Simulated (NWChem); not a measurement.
Species: C₄H₄F₂; SMILES C(C#C)(F)(C)F

```xyz
10

C     -0.0388     2.3567     0.0000
C     -0.0510     1.1484     0.0000
C     -0.0197    -0.3249     0.0000
C      1.3745    -0.9010     0.0000
F     -0.6934    -0.7803    -1.0885
F     -0.6934    -0.7803     1.0885
H     -0.0402     3.4319     0.0000
H      1.9179    -0.5721     0.8952
H      1.2942    -1.9968     0.0000
H      1.9179    -0.5721    -0.8952
```
Atoms are numbered in this order, from 1.

Program: NWChem. Structure relaxed at the PBE0/def2-SVP level. B3LYP is NWChem's, with the RPA form of VWN correlation. Atomic charges in e: unrestrained fits to the electrostatic potential beside Mulliken populations; buried atoms are poorly determined by the fit.

**Question.** What does the run give for B3LYP/def2-SVP? Quantities: ESP C1; Mulliken C1; ESP C2; Mulliken C2; ESP C3; Mulliken C3; ESP C4; Mulliken C4; ESP F5; Mulliken F5; relative RMS misfit of the potential (%).

**Answer.** 
| Item | Result |
|---|---|
| ESP C1 | -0.28 |
| Mulliken C1 | -0.40 |
| ESP C2 | -0.19 |
| Mulliken C2 | 0.30 |
| ESP C3 | 0.91 |
| Mulliken C3 | 0.34 |
| ESP C4 | -0.34 |
| Mulliken C4 | 0.02 |
| ESP F5 | -0.32 |
| Mulliken F5 | -0.20 |
| relative RMS misfit of the potential (%) | 25 |
